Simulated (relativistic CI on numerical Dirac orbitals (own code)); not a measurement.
Pt³⁺ (5d7) in a crystal field

Calculated by Dirac-Coulomb-Breit CI, separate exchange-only KLI orbitals for each configuration, QED by a radiative potential, one configuration in a parametric crystal field, unscaled Slater integrals (own radial code). With so little scaling, terms lie 10 to 35 % too far apart, which can change the order of excited levels.

Field parameters in Wybourne normalisation: D4h B²₀ = −7Ds, B⁴₀ = 21(Dq − Dt), B⁴₄ = 21√(5/14) Dq. The field is a parameter set, without covalency.

S is read from ⟨S²⟩ = S(S + 1).

Powder χT (cm³ K mol⁻¹) by Van Vleck's formula, with temperature-independent terms:

```
                                       Field    2 K    5 K   10 K   20 K   50 K  100 K  200 K  300 K
D4h, 10Dq = 24950, Ds = -1500, Dt = 810 cm⁻¹   1.06   1.07   1.07   1.07   1.09   1.11   1.16   1.21
 D4h, 10Dq = 24950, Ds = 3000, Dt = 810 cm⁻¹  0.897  0.897  0.898    0.9  0.906  0.916  0.936  0.955
 D4h, 10Dq = 24950, Ds = 2590, Dt = 810 cm⁻¹  0.892  0.893  0.894  0.896  0.902  0.912  0.931  0.951
 D4h, 10Dq = 24950, Ds = 2180, Dt = 810 cm⁻¹  0.888  0.889   0.89  0.892  0.898  0.908  0.928  0.948
 D4h, 10Dq = 24950, Ds = 1770, Dt = 810 cm⁻¹  0.885  0.886  0.887  0.889  0.895  0.906  0.927  0.948
 D4h, 10Dq = 24950, Ds = 1360, Dt = 810 cm⁻¹  0.885  0.886  0.887  0.889  0.896  0.907  0.929  0.951
  D4h, 10Dq = 24950, Ds = 950, Dt = 810 cm⁻¹  0.892  0.893  0.894  0.896  0.903  0.915  0.939  0.963
  D4h, 10Dq = 24950, Ds = 550, Dt = 810 cm⁻¹  0.914  0.915  0.916  0.919  0.927   0.94  0.967  0.993
```

Question: For D4h, 10Dq = 24950, Ds = 2180, Dt = 810 cm⁻¹: what effective moment follows at 300 K?

Answer: μ_eff = √(8χT) = 2.75 μB. The ground level has S = 0.76; the spin-only moment for S = 1/2 is 1.73 μB. The difference comes from the orbital moment, spin-orbit mixing of terms and temperature-independent paramagnetism, all larger in this ionic model than in covalent complexes.
